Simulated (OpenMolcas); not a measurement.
## Bi II: thermal populations, worked from levels

- Program: OpenMolcas 26.06
- Basis: ANO-RCC-VTZP [8s7p5d3f2g]
- Scalar Hamiltonian: DKH2, point nucleus
- Active space: 4 electrons in 4 orbitals (6s 6p)
- State averaging: 2S+1 = 3 even, 3 roots; 2S+1 = 1 even, 6 roots; 2S+1 = 5 odd, 1 root; 2S+1 = 3 odd, 9 roots; 2S+1 = 1 odd, 8 roots
- Spin-orbit coupling: RASSI with atomic mean-field integrals over the reference wave functions, term energies averaged over their components

Methods: CASSCF; SS-CASPT2, IPEA 0.25 Eh, imaginary shift 0.1 Eh (closed shells correlated: 5d). Measured levels: NIST Handbook of Basic Atomic Spectroscopic Data.

**Thermal populations.** Z = Σ (2J + 1) exp(-E/kT) with k = 0.695035 cm-1/K, over the levels below. No other level of either list lies under 69100 cm-1, which is above 7 kT at each temperature.

| Level | 2J + 1 | SS-CASPT2 | measured |
| --- | --- | --- | --- |
| 6s² 6p² ³P₀ | 1 | 0.0 | 0.0 |
| 6s² 6p² ³P₁ | 3 | 11280 | 13325 |
| 6s² 6p² ³P₂ [55 %] | 5 | 15080 | 17032 |
| 6s² 6p² ¹D₂ [55 %] | 5 | 29630 | 33939 |
| 6s² 6p² ¹S₀ | 1 | 40990 | 44174 |

```csv
T (K),"Z, SS-CASPT2","Z, measured levels","Ground level (%), SS-CASPT2","Ground level (%), measured levels"
5000,1.183,1.102,84.5,90.7
8000,1.751,1.518,57.1,65.9
12000,2.746,2.346,36.4,42.6
```

At 12000 K, kT = 8340 cm-1, and the computed levels give Z = 1.000 + 0.776 + 0.820 + 0.143 + 0.007 = 2.746.

CASPT2 does not keep the components of a term degenerate, so their means are used; among the terms shown or strongly mixed into the levels shown the widest spread is 350 cm-1 (6s² 6p² ¹D, SS-CASPT2). Over all roots computed the reference weight is 0.82 to 0.93 in SS-CASPT2; the roots of lowest weight are the least certain, and an intruder state may touch them. Spin-orbit splittings of 6p shells tend to come out small when the coupling is added on scalar orbitals. Computed and measured levels are paired by configuration, term and J; levels that our copy of the source lacks, or whose pairing is in doubt (as where it misses far off the trend of its configuration), stay unpaired and out of the deviations. Where the source uses jj or jK labels, the order within each J decides. Only configurations of the active space appear.

A share in square brackets marks a mixed level and gives the weight of the term that names it, the lowest over the columns.
